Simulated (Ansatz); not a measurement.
`C[CH]([AlH2])[AlH][SiH3]` and `C[CH2][AlH2]` differ in one atom or group.

Ansatz, PBE0-D4/def2-TZVP geometries, multiplicity 1. Each molecule was computed in one conformer, which needn't be the lowest.

```json
{"property": "HOMO–LUMO gap (PBE/def2-TZVPP) / eV", "`C[CH]([AlH2])[AlH][SiH3]`": "3.22"}
{"property": "size of the dipole moment (B3LYP/def2-TZVPP) / D", "`C[CH]([AlH2])[AlH][SiH3]`": "1.14"}
{"property": "LUMO energy (ωB97M-V/def2-TZVPP) / eV", "`C[CH]([AlH2])[AlH][SiH3]`": "-0.46"}
{"property": "LUMO energy (PBE0/def2-TZVPP) / eV", "`C[CH]([AlH2])[AlH][SiH3]`": "-2.05"}
{"property": "size of the dipole moment (PBE/def2-TZVPP) / D", "`C[CH]([AlH2])[AlH][SiH3]`": "1.17"}
{"property": "LUMO energy (PBE/def2-TZVPP) / eV", "`C[CH]([AlH2])[AlH][SiH3]`": "-2.79"}
```

(1) Give the same properties after the change, and the shifts. (Estimate.)

Results:

(1) Ansatz gave: 
```tsv
property	`C[CH2][AlH2]`	shift
HOMO–LUMO gap (PBE/def2-TZVPP) / eV	4.22	1.00
size of the dipole moment (B3LYP/def2-TZVPP) / D	0.77	-0.37
LUMO energy (ωB97M-V/def2-TZVPP) / eV	0.26	0.72
LUMO energy (PBE0/def2-TZVPP) / eV	-1.30	0.75
size of the dipole moment (PBE/def2-TZVPP) / D	0.83	-0.34
LUMO energy (PBE/def2-TZVPP) / eV	-2.08	0.71
```

With PBE0 the HOMO falls by 0.46 eV and the LUMO rises by 0.75 eV, so the gap widens by about 1.21 eV. PBE moves the HOMO by -0.29 eV and ωB97M-V by -0.63 eV. Dipoles are sizes alone; their direction can turn.

B3LYP here is the variant with VWN-RPA as its local correlation; programs differ in this.
